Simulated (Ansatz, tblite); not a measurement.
Cost and result up the ladder for BMe2(nacnacH) (C5H11BN2) (19 atoms). Total charge 0; singlet. Geometry: PBE-D4/def2-SVP.

```xyz
19

B     0.172    0.407    0.458
C     1.651    0.415    1.136
H     2.325   -0.363    0.715
H     1.601    0.246    2.235
H     2.158    1.397    1.003
C    -0.828    1.538    1.064
H    -1.835    1.524    0.593
H    -0.417    2.564    0.930
H    -0.976    1.412    2.160
N    -0.486   -1.036    0.605
C    -0.832   -1.856   -0.374
C    -0.650   -1.537   -1.732
C    -0.074   -0.293   -2.046
N     0.296    0.578   -1.120
H    -0.662   -1.367    1.557
H    -1.281   -2.828   -0.099
H    -0.946   -2.236   -2.520
H     0.081   -0.017   -3.105
H     0.703    1.452   -1.458
```

Ansatz on 4 threads of Intel Xeon on a shared host; xTB runs through tblite on one thread. Times are rough, summed over both states, and most runs start from the orbitals of an earlier one. PBE0-D4/def2-TZVP serves as the yardstick here, not as an exact answer. The other state is a triplet.

The xTB rows come from tblite.

xTB has no spin-polarisation term.

```
              level  functions  vertical triplet (eV)  difference from PBE0-D4/def2-TZVP (eV)
r2SCAN-D4/def2-TZVP        314                   2.18                                   -0.10
           GFN2-xTB         43                   2.52                                    0.24
   PBE-D4/def2-TZVP        314                   2.23                                   -0.05
           GFN1-xTB         54                   2.55                                    0.27
  PBE0-D4/def2-TZVP        314                   2.28                                    0.00
```

**Question.** Estimate how long each takes.

**Answer.** GFN2-xTB 0.045 s; GFN1-xTB 0.073 s; PBE-D4/def2-TZVP 19 s; r2SCAN-D4/def2-TZVP 32 s; PBE0-D4/def2-TZVP 35 s. On shared hardware such times vary by a factor of up to 3.
